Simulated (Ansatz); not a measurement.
## Worked example: C2H5Cl + HI → CH2ClI + CH4

Gas-phase species: C2H5Cl `CCCl`, singlet; HI (hydrogen iodide), singlet; CH2ClI `ClCI`, singlet; CH4 (methane) `C`, singlet. The partners trade CH3 for I: C–CH3 and H–I bonds give way to C–I and H–CH3.

Shapes, held fixed at every level: PBE0-D4/def2-TZVP. Programs: Ansatz 0.2.0. The zero-point and thermal change to 298 K, harmonic and unscaled (PBE0-D4/def2-TZVP), is +3.6 kJ/mol.

At CCSD(T)/def2-TZVPP; 1 Eh = 2625.50 kJ/mol:

```
species  energy (Eh)
 C2H5Cl  -538.804039
     HI  -297.737430
 CH2ClI  -796.094860
    CH4   -40.438606
```

Question: Work out ΔH(298 K) of the reaction at this level.

Answer: 
1. Products less reactants: (-796.094860) + (-40.438606) − [(-538.804039) + (-297.737430)] = 0.008003 Eh = +21.0 kJ/mol.
2. With the thermal change: +21.0 + (+3.6) = +24.6 kJ/mol.

Other levels give +18.2 (MP2/def2-TZVPP) to +48.8 kJ/mol (HF/def2-SVP). No measured value is set beside it here. For atoms past krypton def2 sets carry core potentials with scalar relativity. Outer-core shells of I are correlated, in sets that cover them unevenly.
